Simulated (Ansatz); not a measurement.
The molecule CaNi, closed-shell singlet (lowest of 2S+1 = 1, 3 at CCSD(T)/def2-TZVPP on PBE0 minima; our sources give no spin for the ground state, which may be another). No spin–orbit coupling. Ni is treated without relativity. Ca is treated without relativity. The T1 diagnostic near the minimum is 0.062, so single-reference values are doubtful.

Seven points along R, fitted to fifth degree in 1/R; most abundant isotopes. In def2 and cc sets the state is the lowest found near the PBE0 minimum, followed along R. The singlet is held restricted.

The values were computed with Ansatz (Gaussian basis) for Hartree–Fock, density functionals and correlated methods. Values without a source in brackets are computed.

Energies at wB97X-V/def2-TZVPP:

```csv
R (Å),E (hartree)
2.036254,-2185.58367706
2.090992,-2185.58634358
2.141351,-2185.58784594
2.198278,-2185.58862430
2.255206,-2185.58858451
2.320892,-2185.58770490
2.397525,-2185.58578393
```

With a reduced mass of 23.6496 u, find the minimum, the force constant and the constants.

A fifth-degree polynomial in 1/R puts the minimum at r_e = 2.2233 Å with force constant 101 N/m. Then ω_e = (1/2πc)√(k/μ) = 269 cm⁻¹ and B_e = h/(8π²cμr_e²) = 0.1442 cm⁻¹; the cubic and quartic terms give α_e = 0.00067 and ω_e x_e = 0.83 cm⁻¹.

Ansatz is a quantum-chemistry and plane-wave program.
